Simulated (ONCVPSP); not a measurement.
Logarithmic derivatives: Cu (Z = 29), ONCV

copper, optimised norm-conserving Vanderbilt (ONCV), made with ONCVPSP 4.0.1 (PW91, scalar-relativistic). Core [Ne], reference 3s2 3p6 3d9 4s2. Waves: 3s+4s: rc 1.40 bohr, ncon 3, nbas 6, qcut 6.9 1/bohr, 3 projectors, debl 3.5 Ha; 3p: rc 0.70 bohr, ncon 4, nbas 7, qcut 12.9 1/bohr, 2 projectors, debl 2.1 Ha; 3d: rc 1.50 bohr, ncon 3, nbas 8, qcut 12.7 1/bohr, 2 projectors, debl 3.9 Ha. Local part: polynomial inside 0.55 bohr (lpopt 5, dvloc0 0 Ha). Core correction: Teter function, fcfact 1.75, rcfact 1.45.

In the p channel the program set the typed energies aside and used -2.843, 0.250 Ha.

The phase is arctan(r·R′/R) of the radial function R(r), unwrapped; energies in Ha, scanned from -6 to 5 Ha. A pole is an energy at which the radial function vanishes at the test radius. The pseudo phase is shifted by a multiple of π to meet the all-electron one at the reference energy, and phase errors are pseudo minus all-electron; the curves can meet again beyond the range given. Levels narrower than the energy grid can be missing from the lists of poles.

Task: For each channel, where are the poles, and over which energies does the pseudopotential scatter like the atom?

Result:

| channel | radius (bohr) | reference energy (Ha) | poles, all-electron | poles, pseudo | unbroken range about the reference energy with phases within 0.05 rad | phase error 1 Ha above the reference energy (rad) |
| --- | --- | --- | --- | --- | --- | --- |
| s | 1.42 | -0.22 | -4.17 | -4.17 | the whole range | +0.000 |
| p | 0.71 | -2.84 | none | none | the whole range | +0.000 |
| d | 1.52 | -0.35 | 0.07 | 0.07 | the whole range | -0.001 |

Phases in the d channel:

```csv
E (Ha),all-electron,pseudo
-5.96,1.341,1.340
-5.68,1.334,1.333
-5.40,1.326,1.326
-5.12,1.318,1.318
-4.84,1.309,1.309
-4.56,1.299,1.299
-4.28,1.288,1.288
-4.00,1.275,1.275
-3.72,1.261,1.260
-3.44,1.244,1.244
-3.16,1.224,1.224
-2.88,1.201,1.200
-2.60,1.172,1.171
-2.32,1.135,1.134
-2.04,1.086,1.085
-1.76,1.016,1.015
-1.48,0.906,0.906
-1.20,0.710,0.709
-0.92,0.288,0.286
-0.64,-0.526,-0.527
-0.36,-1.171,-1.171
-0.08,-1.471,-1.471
0.20,-1.636,-1.637
0.48,-1.753,-1.754
0.76,-1.855,-1.855
1.04,-1.958,-1.959
1.32,-2.080,-2.082
1.60,-2.241,-2.242
1.88,-2.468,-2.469
2.16,-2.794,-2.796
2.44,-3.210,-3.212
2.72,-3.611,-3.612
3.00,-3.909,-3.910
3.28,-4.110,-4.110
3.56,-4.246,-4.246
3.84,-4.342,-4.342
4.12,-4.413,-4.413
4.40,-4.468,-4.468
4.68,-4.512,-4.512
4.96,-4.548,-4.549
```
